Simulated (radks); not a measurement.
The lutetium anion Lu- inside a hard spherical wall (all orbitals vanish at R), configuration held at [Xe] 4f14 5d2 6s2 and not refilled when levels cross. Method: scalar-relativistic Kohn-Sham, LDA (Slater exchange, Perdew-Wang correlation), spin-polarised, spherical densities, finite nucleus; open shells are filled with parallel spins first (spin-orbit coupling, left out, can overturn this in heavy ions); Fermi nuclear charge, rms radius 5.37 fm; computed with a radial shooting solver on a logarithmic mesh with Libxc functionals. Eigenvalues in eV for spin up, with the zero of energy where the potential of the charges vanishes at infinity; a dash marks a level that is unbound or too diffuse for the functional's potential to be trusted. A positive occupied level is held by the wall or, in an anion where self-interaction has pushed it up, behind a barrier. The pressure on the wall is -dE/dV.

R (bohr)  E (hartree)  kinetic (hartree)    e(5p)   e(4f)   e(6s)  e(6p, empty)  e(7s, empty)   e(5d)  pressure (GPa)
20        -14552.6513          15892.657  -27.592  -5.456  -1.284         1.336         1.490   1.693         0.00569
15        -14552.6454          15892.649  -26.831  -4.685  -0.732         1.843         2.462   2.301          0.0164
8         -14552.5892          15892.824  -23.987  -1.796   1.156         4.484         9.640   4.657            1.22
7         -14552.5403          15892.994  -22.695  -0.477   2.180         5.989        13.714   5.804            3.31
4         -14551.4919          15896.281  -12.712  10.321  16.612        26.520        64.171  16.987             172
3.5       -14550.6486          15899.071   -8.474  15.252  26.212        39.376        93.131  22.658             451
2.5       -14544.3862          15920.450   12.711  39.178  84.021        109.84        238.86  51.692            5280
